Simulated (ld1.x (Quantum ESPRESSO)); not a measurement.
**An all-electron radial function and its pseudo partner (S)**

Columns: radius, all-electron u(r) and pseudo u(r) of the 2p shell (level -182.31 eV) of sulfur in the configuration [He] 2s2 2p6 3s2 3p2; PBE, scalar-relativistic, PAW scheme, ld1.x (Quantum ESPRESSO) 7.5.

| r (bohr) | all-electron | pseudo |
| --- | --- | --- |
| 0.047 | 0.2010 | 0.0272 |
| 0.095 | 0.5719 | 0.1082 |
| 0.142 | 0.9133 | 0.2308 |
| 0.190 | 1.1774 | 0.3867 |
| 0.237 | 1.3441 | 0.5532 |
| 0.285 | 1.4310 | 0.7201 |
| 0.332 | 1.4508 | 0.8646 |
| 0.380 | 1.4220 | 0.9800 |
| 0.427 | 1.3606 | 1.0535 |
| 0.475 | 1.2763 | 1.0848 |
| 0.522 | 1.1816 | 1.0749 |
| 0.570 | 1.0794 | 1.0298 |
| 0.617 | 0.9788 | 0.9604 |
| 0.665 | 0.8787 | 0.8745 |
| 0.712 | 0.7857 | 0.7854 |
| 0.760 | 0.6969 | 0.6970 |
| 0.807 | 0.6169 | 0.6169 |
| 0.855 | 0.5424 | 0.5424 |
| 0.902 | 0.4766 | 0.4766 |
| 0.950 | 0.4164 | 0.4164 |
| 0.997 | 0.3640 | 0.3640 |
| 1.045 | 0.3166 | 0.3166 |
| 1.092 | 0.2757 | 0.2757 |
| 1.140 | 0.2390 | 0.2390 |
| 1.187 | 0.2074 | 0.2074 |
| 1.235 | 0.1792 | 0.1792 |

**Question.** How many radial nodes do the two functions have?

**Answer.** The all-electron 2p function has n − l − 1 = 0; the pseudo-wave has 0.

**Question.** At about which radius was the pseudo-wave matched?

**Answer.** 0.80 bohr. The columns agree to 0.0005 from 0.71 bohr on; several derivatives are matched, so the curves merge somewhat inside the radius.

**Question.** Is the pseudo-wave norm-conserving?

**Answer.** No, it belongs to a PAW set: the norm inside the radius is not constrained, and the difference is carried by the augmentation charge.
